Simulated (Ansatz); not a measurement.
Program: Ansatz. Geometries: PBE0-D4/def2-TZVP. ΔE: electronic, gas phase. CBS: MP2 limit from def2 TZ/QZ plus the TZ coupled-cluster correction, frozen cores. This one scheme is used for every species. Functionals use def2-TZVPP. B3LYP here is the variant with VWN-RPA as its local correlation; programs differ in this. HSE06 is defined as in plane-wave codes. def2 core potentials past Kr. For I outer-core shells are correlated without core-valence functions, which leaves a few kJ/mol of doubt a bond. One conformer a species, not always the lowest.

Reaction (substitution at a C–Si bond): `FC([SiH3])I` + silanol → `FC(I)O[SiH3]` + SiH₄

```csv
level,ΔE (kJ/mol),difference from CCSD(T)/CBS
LDA (SPW92),12.2,-19.9
PBE-D4,20.4,-11.7
revPBE-D4,19.0,-13.1
BLYP-D4,16.4,-15.7
r2SCAN-D4,18.6,-13.5
B97M-V,18.9,-13.2
PBE0-D4,22.8,-9.3
B3LYP-D4,18.9,-13.2
HSE06-D4,22.9,-9.2
BHLYP-D4,20.6,-11.5
CAM-B3LYP-D4,18.3,-13.8
ωB97X-V,21.0,-11.1
ωB97M-V,24.8,-7.3
B2PLYP,24.2,-7.9
PBE-QIDH,26.9,-5.2
PBE,22.0,-10.1
revPBE,24.9,-7.2
BLYP,20.0,-12.1
r2SCAN,19.2,-12.9
PBE0,24.3,-7.8
B3LYP,21.5,-10.6
r2SCANh,20.4,-11.7
r2SCAN0,22.1,-10.0
HSE06,24.4,-7.7
BHLYP,21.9,-10.2
CAM-B3LYP,19.9,-12.2
LC-ωPBE,27.5,-4.6
RPA@PBE/def2-TZVPP,23.2,-8.9
MP2/def2-SVP,-0.6,-32.7
CCSD/def2-SVP,-3.0,-35.1
CCSD(T)/def2-SVP,-5.1,-37.2
HF/def2-TZVPP,18.8,-13.3
MP2/def2-TZVPP,29.8,-2.3
CCSD/def2-TZVPP,26.7,-5.4
HF/def2-QZVPP,19.6,-12.5
MP2/def2-QZVPP,33.9,1.8
SCS-MP2/def2-QZVPP,31.7,-0.4
HF/CBS(def2),19.7,-12.4
MP2/CBS(def2),36.4,4.3
CCSD/CBS(def2),33.3,1.2
CCSD(T)/CBS,32.1,0
```

Largest T1 diagnostic among the species: 0.011.

At CCSD(T), def2-SVP lies −37.2 kJ/mol from the extrapolated value and def2-TZVPP −6.6 kJ/mol. Leaving LDA and LC-ωPBE aside and taking each functional with its dispersion term where it has one, the values spread over 10.5 kJ/mol, from BLYP-D4 to PBE-QIDH. LDA lies −9.9 kJ/mol from PBE without D4.

CCSD(T)/CBS has its own doubt, a few kJ/mol and more with outer-core shells, so smaller differences from it don't rank the levels.
